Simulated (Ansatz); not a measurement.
C3H7FGe, SMILES `F[C@H]1C[C@@H]1[GeH3]` at its PBE0-D4/def2-TZVP geometry, where that method's forces vanish. The species carries charge 0 and has multiplicity 1.

```
atom   x (Å)   y (Å)   z (Å)
  F1   1.982  -1.013  -1.270
  C2   1.120  -0.729  -0.251
  C3   1.214   0.610   0.370
  C4   0.037   0.254  -0.522
 Ge5  -1.745   0.007   0.201
  H6   0.933  -1.607   0.358
  H7   1.954   1.283  -0.046
  H8   1.064   0.699   1.440
  H9   0.085   0.690  -1.515
 H10  -2.437   1.365   0.402
 H11  -1.609  -0.693   1.566
 H12  -2.598  -0.865  -0.735
```

(1) For each bond, give half the difference of the two atoms' forces along it (eV/Å; positive pushes the atoms apart) under PBE-D4, r2SCAN-D4, B3LYP-D4, ωB97M-V in def2-TZVPP. (An estimate is asked.)

## Answers

(1) The calculation gave: 
| bond | length (Å) | PBE-D4 | r2SCAN-D4 | B3LYP-D4 | ωB97M-V |
| --- | --- | --- | --- | --- | --- |
| F1–C2 | 1.365 | 0.49 | 0.32 | 0.38 | 0.27 |
| C2–C3 | 1.479 | 0.15 | 0.11 | 0.16 | 0.16 |
| C2–C4 | 1.488 | 0.13 | 0.11 | 0.09 | 0.14 |
| C2–H6 | 1.085 | -0.01 | -0.14 | -0.21 | -0.21 |
| C3–C4 | 1.519 | 0.20 | 0.22 | 0.24 | 0.26 |
| C3–H7 | 1.083 | 0.06 | -0.08 | -0.13 | -0.12 |
| C3–H8 | 1.084 | 0.02 | -0.07 | -0.12 | -0.12 |
| C4–Ge5 | 1.939 | -0.04 | -0.02 | 0.12 | 0.00 |
| C4–H9 | 1.085 | 0.07 | -0.07 | -0.16 | -0.14 |
| Ge5–H10 | 1.538 | 0.06 | -0.05 | -0.03 | -0.08 |
| Ge5–H11 | 1.540 | 0.07 | -0.05 | -0.02 | -0.07 |
| Ge5–H12 | 1.538 | 0.05 | -0.05 | -0.03 | -0.07 |

B3LYP here is the variant with VWN-RPA as its local correlation; programs differ in this.

All numbers were calculated with Ansatz.
